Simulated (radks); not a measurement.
The numbers below are computed, except where a source is named.
Spherical quantum dot in the effective-mass picture: electrons in a hard-walled sphere of radius 5.17, with a point charge +1 (a donor) at the centre, all in effective atomic units (hartree* = m*/eps^2 hartree, bohr* = eps/m* bohr), one dielectric constant everywhere. Level of theory: non-relativistic Kohn-Sham, LDA (Slater exchange, Perdew-Wang correlation), spin-polarised, spherical densities (a radial shooting solver with Libxc functionals). Levels are named by radial order and angular momentum (1s, 1p, 1d, 2s, ...), and open shells are averaged over m.

N = 17, configuration 1s2 1p6 1d(up 5, down 4). This is the lowest configuration that the search found. Occupied and some empty levels:

| level | occupation | eigenvalue (hartree*) | <r> (bohr*) |
|---|---|---|---|
| 1s up | 1 | 3.9861 | 3.069 |
| 1s down | 1 | 3.9935 | 3.041 |
| 1p up | 3 | 4.1160 | 3.573 |
| 1p down | 3 | 4.1255 | 3.570 |
| 1d up | 5 | 4.2902 | 3.717 |
| 1d down | 4 | 4.3001 | 3.716 |
| 2s up | 0 | 4.3286 | 1.967 |
| 2s down | 0 | 4.3301 | 1.987 |
| 1f up | 0 | 4.5237 | 3.822 |
| 1f down | 0 | 4.5337 | 3.822 |
| 2p up | 0 | 4.9184 | 2.558 |
| 2p down | 0 | 4.9229 | 2.556 |

Energy (hartree*): total 36.1462, kinetic 9.6205, external -5.1584, Hartree 36.751, exchange-correlation -5.0672.
